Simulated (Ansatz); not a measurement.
`[F][Al][Br]` radical. Charge 0, multiplicity 2.

```xyz
3

F    -0.436    1.397    0.662
Al   -0.580   -0.205    0.304
Br    1.015   -1.192   -0.966
```

Q: What are the harmonic wavenumbers in cm⁻¹ at PBE0-D4/def2-TZVP (Ansatz, finite differences of forces, unscaled)? (Best estimate.)

A: Ansatz gave: 163, 400, 835.

Q: Is this a minimum?

A: Yes, all 3 modes are real.

Q: Give the ideal-gas thermochemistry at 298.15 K and 1 bar (rigid rotor, harmonic oscillator; point group Cs, symmetry number 1).

A: Zero-point energy 8.4 kJ/mol; H(298) − E = 20.9 kJ/mol; entropy 295.4 J/(mol·K), of which translation 169.2, rotation 105.2, vibration 15.3, electronic 5.8; G(298) − E = -67.2 kJ/mol.

Q: And at 400, 500, 600, 800 and 1000 K?

A: 
```csv
T (K),H − E (kJ/mol),S (J/mol/K),G − E (kJ/mol)
400,26.1,310.4,-98.1
500,31.5,322.3,-129.7
600,36.9,332.3,-162.5
800,48.1,348.4,-230.6
1000,59.4,361.0,-301.6
```

Q: Rotational constants (cm⁻¹)?

A: 1.075, 0.07611, 0.07108.
